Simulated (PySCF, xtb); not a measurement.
Mo(O)2(F)(NH2) (FH2MoNO2), SMILES [NH2][Mo](=[O])(=[O])[F], multiplicity 1. One conformer was computed; it need not be the lowest.

Harmonic wavenumbers (cm⁻¹) from GFN2-xTB (xtb) at its own minimum, in rising order: 187, 210, 219, 236, 258, 376, 488, 564, 582, 634, 911, 982, 1431, 3300, 3315.

Question: What does B3LYP-D3(BJ)/def2-SVP run with PySCF give at its own minimum? (The exact figures need the calculation; the answer reports its results.)

Answer: 201, 216, 233, 260, 334, 380, 518, 660, 699, 735, 1031, 1048, 1502, 3531, 3631. Paired by order, the mean absolute difference is 86 cm⁻¹ and the zero-point energies are 19.6 and 21.4 kcal/mol.
